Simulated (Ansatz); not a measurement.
Reaction (cleavage of the Si–Si bond): `O[SiH2][SiH2][SiH2]F` + `N=C(N)S` → `N=C(S)N[SiH2]F` + `O[SiH2][SiH3]`

Gas-phase electronic energies from Ansatz, PBE0-D4/def2-TZVP geometries. CBS: MP2 limit from def2 TZ/QZ plus the TZ coupled-cluster correction, frozen cores. DFT in def2-TZVPP. B3LYP here is the variant with VWN-RPA as its local correlation; programs differ in this. One conformer a species, not always the lowest.

| level | ΔE (eV) |
| --- | --- |
| PBE-D4 | -0.52 |
| PBE0-D4 | -0.57 |
| B3LYP-D4 | -0.69 |
| PBE | -0.51 |
| CCSD(T)/def2-TZVPP | -0.74 |
| MP2/def2-QZVPP | -0.81 |
| SCS-MP2/def2-QZVPP | -0.82 |
| CCSD/CBS(def2) | -0.74 |

Question: What does CCSD(T)/CBS give? (An estimate is asked.)

Answer: Computed: -0.73 eV. The listed levels differ from it by 0.21, 0.16, 0.04, 0.22, -0.01, -0.08, -0.09, -0.01 eV.

Largest T1 diagnostic among the species: 0.014.

From PBE to PBE0 (25 % exact exchange), in def2-TZVPP and without D4, ΔE moves by −0.06 eV.
